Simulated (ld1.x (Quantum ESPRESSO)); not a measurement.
# carbon, TM: configuration errors across variants

ld1.x (Quantum ESPRESSO) 7.5 input, shortened:

```
&input
   title='C', zed=6., rel=1, dft='PW91', iswitch=3,
   config='[He] 2s2 2p1.5 3d-2'
 /
 &inputp
   pseudotype=2, tm=.true., lloc=1,
   nlcc=.false.
 /
3
2S  1  0   2.00   0.00  1.10  1.10  0.0
3D  3  2  -2.00   0.35  2.10  2.10  0.0
2P  2  1   1.50   0.00  1.90  1.90  0.0
 &test
   configts(1)='2s2 2p1.5'
 /
```

All-electron excitation energies from the reference (eV): (1) 2s2 2p2 -3.995; (2) 2s2 2p1 6.934; (3) 2s2 2p0 31.166; (4) 2s0 2p4 12.956; (5) 2s1 2p3 4.471; (6) 2s1 2p2 15.671; (7) 2s2 2p2.3 -5.169.

1 further variants failed, have other tests or too few solved ones, and are left out.

Errors AE − PS in meV (a dash: test not solved or not reliable):

```csv
change,(1),(2),(3),(4),(5),(6),(7),bound ghosts
base,+0.8,+6.2,+174,+33,+18,-17,-0.1,none
core correction a·sin(br)/r model core inside 0.44 bohr,+0.4,+5.2,+147,+26,+12,-18,-0.6,none
wave 2p (bound): rc 1.90 bohr becomes 2p (bound): rc 2.46 bohr,+2.1,+18,+416,+38,+32,-66,-0.9,none
wave 3d channel at 0.35 Ry: rc 2.10 bohr becomes 3d channel at 0.35 Ry: rc 1.44 bohr,+0.8,+6.2,+174,+33,+18,-17,-0.1,none
local potential the s channel,+2.9,+8.6,+189,+34,+19,-13,+4.7,none
wave 3d channel at 0.35 Ry: rc 2.10 bohr becomes 3d channel at 3.43 Ry: rc 2.10 bohr,+0.8,+6.2,+174,+33,+18,-17,-0.1,none
```

(1) Give the same row for: wave 2s (bound): rc 1.10 bohr becomes 2s (bound): rc 1.24 bohr.

Answers

(1) +1.0, +6.7, +182, +45, +22, -15, +0.4; bound ghosts: none.
